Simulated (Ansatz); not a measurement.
Steps of a relaxation of `F[SiH2]C(F)Cl` with RKS PBE-D4/def2-SVP.

```sh
$ ansatz run in.yaml --threads 4 --pin off --events-out ev --progress --plain --max-ram 10444MiB
```

```yaml
crystal:
  periodic: [false, false, false]
  atoms:
    - {symbol: F, position_ang: [-1.398400, 1.449800, -0.091200]}
    - {symbol: Si, position_ang: [-0.095900, 0.790200, 0.403800]}
    - {symbol: C, position_ang: [0.011400, -0.893800, -0.325300]}
    - {symbol: F, position_ang: [1.178400, -1.542700, 0.236000]}
    - {symbol: Cl, position_ang: [0.289400, -0.821600, -2.087900]}
    - {symbol: H, position_ang: [-0.160800, 0.761200, 1.890800]}
    - {symbol: H, position_ang: [1.078300, 1.680300, 0.049600]}
    - {symbol: H, position_ang: [-0.810200, -1.480500, -0.131500]}
basis:
  gaussian: {orbitals: def2-SVP}
hamiltonian: {xc: pbe, dispersion: d4}
relax: {f_tol: 0.03, max_steps: 200}
```

Positions (Å) and forces (eV/Å) along the path, 6 of 6 steps:

```xyz
8
step=1 energy=-26893.3352 eV
F    -1.398    1.450   -0.091   -3.437    1.639   -1.421
Si   -0.096    0.790    0.404    3.529    0.357    1.830
C     0.011   -0.894   -0.325    4.287    0.023   -0.611
F     1.178   -1.543    0.236   -1.321    0.674   -0.184
Cl    0.289   -0.822   -2.088   -0.325    0.086   -0.157
H    -0.161    0.761    1.891   -0.038   -0.325    0.250
H     1.078    1.680    0.050   -0.131   -0.374   -0.157
H    -0.810   -1.480   -0.132   -2.565   -2.080    0.449
8
step=2 energy=-26893.7103 eV
F    -1.417    1.488   -0.117   -1.765    0.925   -0.709
Si   -0.085    0.829    0.423    1.797   -0.184    0.935
C     0.047   -0.887   -0.319    1.422   -0.550    0.204
F     1.180   -1.504    0.279   -0.740    0.435   -0.422
Cl    0.258   -0.785   -2.092   -0.011   -0.027   -0.092
H    -0.190    0.692    1.917    0.038    0.022   -0.058
H     1.108    1.638   -0.016   -0.128   -0.108    0.090
H    -0.810   -1.528   -0.130   -0.613   -0.512    0.051
8
step=3 energy=-26893.8105 eV
F    -1.439    1.543   -0.135   -0.246    0.148   -0.083
Si   -0.084    0.844    0.434    0.244   -0.099    0.149
C     0.059   -0.908   -0.319    0.129   -0.268    0.232
F     1.182   -1.491    0.253   -0.077    0.094   -0.076
Cl    0.245   -0.804   -2.098    0.015    0.036   -0.149
H    -0.185    0.715    1.927   -0.032    0.007   -0.043
H     1.117    1.633    0.019   -0.009   -0.010   -0.021
H    -0.803   -1.588   -0.137   -0.024    0.093   -0.011
8
step=4 energy=-26893.8147 eV
F    -1.442    1.551   -0.137    0.003   -0.003    0.012
Si   -0.083    0.841    0.436    0.004   -0.011   -0.014
C     0.065   -0.916   -0.314    0.007   -0.027    0.148
F     1.190   -1.492    0.247   -0.021    0.006   -0.031
Cl    0.242   -0.795   -2.098    0.005    0.001   -0.088
H    -0.197    0.715    1.926   -0.013    0.011   -0.004
H     1.119    1.624    0.013    0.002    0.006    0.001
H    -0.803   -1.585   -0.130    0.014    0.017   -0.023
8
step=5 energy=-26893.8153 eV
F    -1.442    1.550   -0.136    0.022   -0.017    0.008
Si   -0.081    0.841    0.437   -0.024    0.010   -0.021
C     0.067   -0.917   -0.311   -0.004   -0.004    0.063
F     1.192   -1.496    0.243   -0.002   -0.004   -0.008
Cl    0.240   -0.795   -2.100    0.001    0.006   -0.038
H    -0.201    0.720    1.927    0.000    0.003    0.003
H     1.120    1.625    0.014    0.001    0.000    0.003
H    -0.802   -1.585   -0.130    0.005    0.006   -0.008
8
step=6 energy=-26893.8154 eV
F    -1.437    1.549   -0.144    0.004   -0.005    0.002
Si   -0.081    0.841    0.437   -0.009   -0.007   -0.011
C     0.069   -0.918   -0.308    0.002    0.000    0.030
F     1.197   -1.497    0.237   -0.002    0.000   -0.003
Cl    0.230   -0.790   -2.100    0.000    0.000   -0.017
H    -0.209    0.723    1.926    0.001    0.003    0.007
H     1.123    1.623    0.020    0.004    0.003    0.000
H    -0.799   -1.588   -0.125   -0.001    0.005   -0.008
```

It took 6.5 s on 4 threads of a server CPU on a shared host, with 0.15 GiB of host memory at the peak.
